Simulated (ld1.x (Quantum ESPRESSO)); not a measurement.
**Reading a pseudo-wave (oxygen (O))**

Columns: radius, all-electron u(r) and pseudo u(r) of the 2s shell (level -23.91 eV) of oxygen in the configuration [He] 2s2 2p4; PBE, non-relativistic, PAW scheme, ld1.x (Quantum ESPRESSO) 7.5.

| r (bohr) | all-electron | pseudo |
| --- | --- | --- |
| 0.057 | 0.3570 | -0.0819 |
| 0.115 | 0.4169 | -0.1657 |
| 0.172 | 0.3220 | -0.2485 |
| 0.230 | 0.1536 | -0.3333 |
| 0.288 | -0.0389 | -0.4182 |
| 0.345 | -0.2252 | -0.5010 |
| 0.402 | -0.3952 | -0.5818 |
| 0.460 | -0.5452 | -0.6606 |
| 0.518 | -0.6698 | -0.7340 |
| 0.575 | -0.7678 | -0.7990 |
| 0.632 | -0.8428 | -0.8550 |
| 0.690 | -0.8980 | -0.9011 |
| 0.747 | -0.9341 | -0.9344 |
| 0.805 | -0.9550 | -0.9550 |
| 0.862 | -0.9624 | -0.9624 |
| 0.920 | -0.9591 | -0.9591 |
| 0.977 | -0.9472 | -0.9472 |
| 1.035 | -0.9281 | -0.9281 |
| 1.092 | -0.9040 | -0.9040 |
| 1.150 | -0.8754 | -0.8754 |
| 1.208 | -0.8437 | -0.8437 |
| 1.265 | -0.8106 | -0.8106 |
| 1.322 | -0.7762 | -0.7762 |
| 1.380 | -0.7405 | -0.7405 |
| 1.438 | -0.7046 | -0.7046 |
| 1.495 | -0.6695 | -0.6695 |

How many radial nodes do the two functions have?

The all-electron 2s function has n − l − 1 = 1; the pseudo-wave has 0, since the states of the same l below it are removed with the core.

At about which radius was the pseudo-wave matched?

0.80 bohr, where the columns begin to agree (steps of 0.06 bohr).

Is the pseudo-wave norm-conserving?

No, it belongs to a PAW set: the norm inside the radius is not constrained, and the difference is carried by the augmentation charge.
